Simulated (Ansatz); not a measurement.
Input for Ansatz (an electronic-structure program): R-PBE/def2-TZVPP on AlClH2 (SMILES [AlH2][Cl]), atoms moved off the minimum.

Ansatz 0.2 input:
```yaml
crystal:
  periodic: [false, false, false]
  atoms:
    - {symbol: Al, position_ang: [-0.01972659, -0.34632195, -1.01105144]}
    - {symbol: H, position_ang: [-1.38473463, -0.42574507, -1.69665780]}
    - {symbol: H, position_ang: [1.39383975, -0.70204171, -1.65634303]}
    - {symbol: Cl, position_ang: [-0.00279410, 0.30247338, 0.98299930]}
basis:
  gaussian:
    orbitals: def2-TZVPP
hamiltonian:
  xc: {name: PBE}
scf: {lower_state_search: off}
output: {forces: true}
```

The head of its log:

```
WARN ansatz: RAYON_NUM_THREADS=1 ignored (pool sized by the plan → 1); use --threads N
Functional definition: PBE
these checks for a lower state are left out or cut short: stability, starts, cluster_reference, orbital_swaps, neighbouring_geometries, increment
integrals: 0.03 GiB planned
681 factors; their error is unknown
mean field: 0.25 GiB planned
mean field evaluation 1: about -19143.8598 eV, gradient 2.0e1 eV
mean field evaluation 2: about -19144.2680 eV, gradient 1.9e1 eV
```

**Question.** Give the final energy of this run.

**Answer.** -703.5677 hartree.
